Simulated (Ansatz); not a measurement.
Ansatz (an electronic-structure program) input (B3LYP/6-31G*):

Ansatz 0.2 input:
```yaml
crystal:
  periodic: [false, false, false]
  atoms:
    - {symbol: Si, position_ang: [-2.06583500, -0.68172800, 0.00601500]}
    - {symbol: O, position_ang: [-0.70692400, -0.69695900, 0.89774100]}
    - {symbol: Si, position_ang: [0.92848700, -0.25068200, 0.73511000]}
    - {symbol: Cl, position_ang: [0.60186700, 1.97329400, 0.48794100]}
    - {symbol: Cl, position_ang: [1.11718200, -0.75464400, -1.47500700]}
    - {symbol: H, position_ang: [-2.15864700, 0.43859500, -0.95895100]}
    - {symbol: H, position_ang: [-2.25120400, -1.95306300, -0.74566200]}
    - {symbol: H, position_ang: [-3.23571500, -0.57316500, 0.92705300]}
basis:
  gaussian:
    orbitals: 6-31G*
hamiltonian:
  xc: {name: B3LYP}
total_charge: -1
output: {forces: true}
```

Output:

```
Functional definition: B3LYP
integrals: 0.05 GiB planned
882 factors; integrals over basis functions are off by at most 1.1e-3 eV
mean field: 0.44 GiB planned
mean field evaluation 1: about -42900.4764 eV, gradient 3.2e1 eV
mean field evaluation 2: about -42897.2680 eV, gradient 5.3e1 eV
mean field evaluation 4: about -42902.2487 eV, gradient 1.9e0 eV
mean field evaluation 8: about -42902.3833 eV, gradient 1.9e-1 eV
mean field evaluation 16: about -42902.3835 eV, gradient 7.6e-5 eV
mean field -42902.38346688 eV, -1576.6335121278 hartree, gradient 7.6e-5 eV, S^2 0.000000; 0 other end points of the search recorded, 0 dependent functions left out
the calculation of the forces begins
reference -42902.38374226 eV, -1576.6335222478 hartree; 37, 37 occupied and 60, 60 virtual orbitals, 882 factors
Total energy: -42902.38374226 eV, -1576.6335222478 hartree
Atom 0 at    -2.065835    -0.681728     0.006015 Å, force    -0.283793    -0.003786    -0.181508 eV/Å
Atom 1 at    -0.706924    -0.696959     0.897741 Å, force     0.152089    -0.107748     0.372273 eV/Å
Atom 2 at     0.928487    -0.250682     0.735110 Å, force     0.307678     0.011051     0.075955 eV/Å
Atom 3 at     0.601867     1.973294     0.487941 Å, force     0.022281     0.190919     0.029755 eV/Å
Atom 4 at     1.117182    -0.754644    -1.475007 Å, force     0.087564    -0.069567    -0.165778 eV/Å
Atom 5 at    -2.158647     0.438595    -0.958951 Å, force    -0.076965     0.081351    -0.099247 eV/Å
Atom 6 at    -2.251204    -1.953063    -0.745662 Å, force    -0.081501    -0.101522    -0.072923 eV/Å
Atom 7 at    -3.235715    -0.573165     0.927053 Å, force    -0.127354    -0.000699     0.041473 eV/Å
Dipole moment:    -0.560574    -0.214103     0.036697 e Å
```

The dipole moment of an ion depends on the origin.

The geometry given is a B3LYP-D3(BJ)/def2-TZVP minimum.
